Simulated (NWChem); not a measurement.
# CH$_{3}$ClF$_{2}$OSi; SMILES CO[Si](F)(F)Cl

```xyz
9

C     -0.9251     2.2417    -0.0075
O      0.1250     1.3951     0.4645
Si     0.4372    -0.1251     0.0099
F      1.0655    -0.2020    -1.4532
F      1.5035    -0.7210     1.0241
Cl    -1.2423    -1.2920     0.0240
H     -0.9522     3.1189     0.6421
H     -0.7278     2.5624    -1.0361
H     -1.8927     1.7304     0.0380
```
Atoms are numbered in this order, from 1.

Results from NWChem. Medium grid unless said otherwise, to which SCAN and Minnesota functionals are sensitive. Coordinates come from a B3LYP/6-31G* (spherical d) optimisation. Total energies of different functionals are on different scales.

| level | energy (Ha) | highest occupied level (eV) | orbital gap (eV) | dipole (D) |
|---|---|---|---|---|
| B3LYP/def2-SVP | -1064.2736 | -8.88 | 9.51 | 2.52 |
| PBE/def2-SVP | -1063.5803 | ? | ? | 2.39 |
| MPW1K/def2-SVP | -1064.1731 | -10.51 | 12.11 | 2.70 |
| TPSS/def2-SVP | -1064.3105 | -7.66 | 7.74 | 2.45 |
| HCTH/407/def2-SVP | -1064.2496 | -7.74 | 7.49 | 2.42 |
| M05-2X/def2-SVP | -1064.2079 | -10.87 | 12.95 | 2.68 |
| M06/def2-SVP | -1064.0959 | -9.30 | 10.01 | 2.64 |
| M06-L/def2-SVP | -1064.2053 | -7.95 | 8.24 | 2.54 |
| KT2/def2-SVP | -1074.4334 | -7.63 | 7.20 | 2.42 |

Q: Some entries are withheld; supply them.

A: 
- PBE/def2-SVP, highest occupied level (eV): -7.48
- PBE/def2-SVP, orbital gap (eV): 7.34
